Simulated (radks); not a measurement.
Initial-state core-level shifts of neutral lutetium when its valence configuration changes from [Xe] 4f14 5d1 6s2. Calculated with a radial shooting solver on a logarithmic mesh with Libxc functionals: Dirac Kohn-Sham, PBE, spin-unpolarised, spherical densities, point nucleus; open shells are shared between the two j in proportion to 2j + 1. Shifts are changes of the shell-averaged eigenvalues in eV (positive: less bound).

| valence | 3s | 4s | 4p | 5p |
|---|---|---|---|---|
| 4f13.5 5d1.5 6s2 | -4.374 | -4.189 | -4.104 | -1.641 |
| 4f12 5d1 6s2 6p2 | -26.674 | -25.545 | -25.131 | -13.383 |
| 4f14 6s2 6p1 | -3.040 | -3.060 | -3.069 | -3.016 |
| 4f13 5d1 6s2 6p1 | -12.394 | -11.972 | -11.794 | -6.477 |
| 4f12 5d1 6p4 | -29.288 | -28.163 | -27.748 | -15.895 |
| 4f14 5d1 6p2 | -2.766 | -2.776 | -2.778 | -2.786 |
| 4f14 5d2 6s1 | +0.896 | +0.908 | +0.914 | +0.901 |
| 4f14 5d1 6s1.5 6p0.5 | -0.727 | -0.729 | -0.730 | -0.733 |
| 4f13 5d2 6s2 | -8.995 | -8.563 | -8.378 | -3.218 |
